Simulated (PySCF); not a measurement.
Computed Raman spectrum (relative Raman activity) of a molecule CH3NO3Si. Coordinates come from a B3LYP-D3(BJ)/def2-SVP optimisation. The values are those of a single conformer. These are B3LYP-D3(BJ)/def2-SVP in PySCF values and carry that method's errors. Frequencies are harmonic and unscaled.

Lines under 2 % of the strongest are left out, and lines within 2 cm⁻¹ are merged.

ν (cm⁻¹): 53 (vw), 58 (vw), 583 (vw), 847 (w), 886 (w), 911 (w), 1518 (m), 2325 (vs), 3871 (s), 3883 (s) (against the strongest line: vs over 80 %, s over 45 %, m over 15 %, w over 4 %, vw less)

Question: Which structure fits?
(A) O=C=N[SiH](O)O
(B) O[Si]1(O)N=CO1
(C) N#CO[SiH](O)O

Answer: A, O=C=N[SiH](O)O
